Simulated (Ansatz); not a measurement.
Process, species as SMILES: N[SiH3] + [H][H] (H2) -> N (NH3) + [SiH4] (SiH4)
Geometries: B3LYP-D3(BJ)/def2-TZVP minima from Ansatz (a quantum-chemistry and plane-wave program).
Geometry of the first species:
SMILES: N[SiH3]
```xyz
7

Si    -0.5698    -0.0218     0.0815
N      1.1270     0.0592    -0.2111
H     -1.1332     1.3310    -0.1334
H     -1.1511    -0.9874    -0.8795
H     -0.9726    -0.4582     1.4471
H      1.6789     0.7924     0.2058
H      1.6667    -0.7871    -0.3025
```
Charge 0, spin multiplicity 1.

Property: energy of full hydrogenation (electronic energy difference), in kJ/mol. Cores are frozen in the correlated levels unless marked. No spin-orbit coupling. Non-relativistic. FCI takes restricted orbitals. Basis-set limits of correlation are two-point, X^-3; Hartree-Fock from the larger set.

```tsv
level	program	energy of full hydrogenation (kJ/mol)
HF/cc-pV(Q+d)Z	Ansatz	12.3
HF/def2-QZVPP	Ansatz	11.4
revPBE-D3(BJ)/def2-TZVPD	Ansatz + dftd3	15.8
revPBE-D4/def2-TZVPD	Ansatz + dftd4	18.5
r2SCAN-D4/def2-TZVPD	Ansatz + dftd4	22.1
PBE0-D4/def2-TZVP	Ansatz + dftd4	18.0
BHLYP-D4/def2-TZVPD	Ansatz + dftd4	19.2
B2GP-PLYP/def2-TZVPD	Ansatz	21.1
RI-MP2/CBS(aug-cc-pV(T+d)Z,aug-cc-pV(Q+d)Z)	Ansatz	28.8
SCS-MP2/def2-TZVPP	Ansatz	21.2
CCSD/CBS(def2-TZVPPD,def2-QZVPPD)	Ansatz	19.0
CCSD(T)/6-31G	Ansatz	14.9
CCSD(T)/6-31G*	Ansatz	24.4
FCI/STO-3G	Ansatz	4.4
CCSD(T)/CBS(def2-TZVPPD,def2-QZVPPD)	Ansatz	21.2
```
